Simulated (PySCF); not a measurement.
**Electronic structure of Cu (copper, neutral) at the PW91 level**

Configuration: [Ar] 3d10 4s1, 2S determinant. Computed with PySCF 2.14 in aug-cc-pwCVTZ-DK with one added diffuse shell each of s, p, d, f, g type (11s10p8d5f4g, 152 functions), with scalar relativity by spin-free X2C-1e.

```json
{
  "Total energy": "-1654.968 hartree",
  "One-electron energy": "-2305.528 hartree",
  "Hartree (Coulomb) energy": "718.769 hartree",
  "Exchange-correlation energy": "-68.208 hartree",
  "⟨S²⟩": "0.7527",
  "⟨L²⟩": "0.000",
  "Sum of ⟨r⟩": "21.10 bohr",
  "Sum of ⟨r²⟩": "31.28 bohr²",
  "Langevin diamagnetic susceptibility": "-24.8 ×10⁻⁶ cm³/mol",
  "Time after the integrals": "about 6 core-seconds"
}
```

```
shell  electrons  mean orbital energy (hartree)  rms radius, mean of both spins (bohr)
 1s α          1                     -325.02382                                 0.0601
 1s β          1                     -325.02268                                 0.0601
 2s β          1                      -39.01896                                  0.255
 2s α          1                      -39.01751                                  0.255
 2p β          3                      -33.68555                                  0.229
 2p α          3                      -33.68467                                  0.229
 3s β          1                       -4.21038                                  0.766
 3s α          1                       -4.20851                                  0.766
 3p β          3                       -2.64945                                  0.816
 3p α          3                       -2.64827                                  0.816
 3d α          5                       -0.18868                                   1.25
 4s α          1                       -0.18645                                   3.15
 3d β          5                       -0.18256                                   1.25
```

Densities and radii are taken from the X2C orbitals without a picture-change correction, which distorts them close to the nucleus.
